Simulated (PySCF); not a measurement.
Species: 4-ethylanisole, C₉H₁₂O.
Numbering: `[CH3:1][CH2:2][c:3]1[cH:4][cH:5][c:6]([O:7][CH3:8])[cH:9][cH:10]1` (hydrogens: H11, H12, H13 on C1; H14, H15 on C2; H16 on C4; H17 on C5; H18, H19, H20 on C8; H21 on C9; H22 on C10)

Structure optimised with GFN2-xTB, isolated species.

Q: What internal coordinates does the optimisation give?

A: 
```
                  bond  length (Å)
                 C1–C2       1.530
                 C2–C3       1.502
         C3–C4, C3–C10       1.388
         C4–C5, C9–C10       1.382
          C5–C6, C6–C9       1.392
                 C6–O7       1.365
                 O7–C8       1.405
C1–H11, C1–H12, C1–H13       1.088
        C2–H14, C2–H15       1.092
       C4–H16, C10–H22       1.081
        C5–H17, C9–H21       1.079
C8–H18, C8–H19, C8–H20       1.093
```

Bonds in one row agree within 0.01 Å and their mean is given. A selection of angles:
```
    angle  degrees
 C1–C2–C3    110.5
 C2–C3–C4    121.0
C4–C3–C10    118.2
 C3–C4–C5    121.6
 C4–C5–C6    119.8
 C5–C6–O7    125.2
 C5–C6–C9    119.1
 O7–C6–C9    115.8
 C6–O7–C8    118.5
```

Dihedral angles: C1–C2–C3–C4 89° (synclinal); C5–C6–O7–C8 -1° (synperiplanar). The mirror-image conformer, all signs reversed, is as good.

The 2 C–O bonds span 1.365 Å (C6–O7, drawn single) to 1.405 Å (O7–C8, drawn single), a spread of 0.040 Å. O7 (aryl ether oxygen) is bent (angle 118.5°). The 8 C–C bonds span 1.378 Å (C9–C10, aromatic) to 1.530 Å (C1–C2, drawn single), a spread of 0.152 Å. Of the pairs four or more bonds apart, C8···H17 is among the closest relative to their van der Waals radii: 2.56 Å, 88 % of the sum of Bondi's values. The 6-membered ring C3–C4–C5–C6–C9–C10 has internal angles of 118.2° to 121.6° (sum 720°, against 720° for a flat polygon); it is planar, 0.00 Å rms from its mean plane, widest ring torsion 0°.

Point group: C1 (no symmetry element, even within 0.4 Å). GFN2-xTB frequencies: not computed here. One conformer, not necessarily the lowest.
